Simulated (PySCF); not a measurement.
Delta-SCF ions had no search for a lower state. Excitations are Tamm–Dancoff values on a coarser integration grid. The basis has no diffuse functions, so Rydberg states are missing or too high.

Z-matrix (Å, degrees):
```
B
O 1 1.3388
H 2 0.9738 1 110.21
H 1 1.1896 2 120.09 3 179.97
C 1 1.6167 4 124.86 2 179.99
O 5 1.2167 1 118.49 4 -179.99
H 5 1.1096 6 118.83 3 -179.99
```
Charge 0, multiplicity 1.

Problem. Give the dipole moment, T1 excitation (TDA), HOMO–LUMO gap, HOMO, LUMO, S1–T1 gap (TDA), S1 excitation (TDA) and vertical ionisation energy (Delta-SCF) at the level PySCF 2.14.0 with TPSSh-D3(BJ)/def2-TZVP // B3LYP-D3(BJ)/def2-TZVP.

Solution. 
```json
{
 "dipole_moment": "1.00 D",
 "T1 excitation (TDA)": "2.21 eV",
 "HOMO–LUMO gap": "3.70 eV",
 "HOMO": "-6.73 eV",
 "LUMO": "-3.03 eV",
 "S1–T1 gap (TDA)": "0.74 eV",
 "S1 excitation (TDA)": "2.94 eV",
 "vertical ionisation energy (Delta-SCF)": "9.96 eV"
}
```
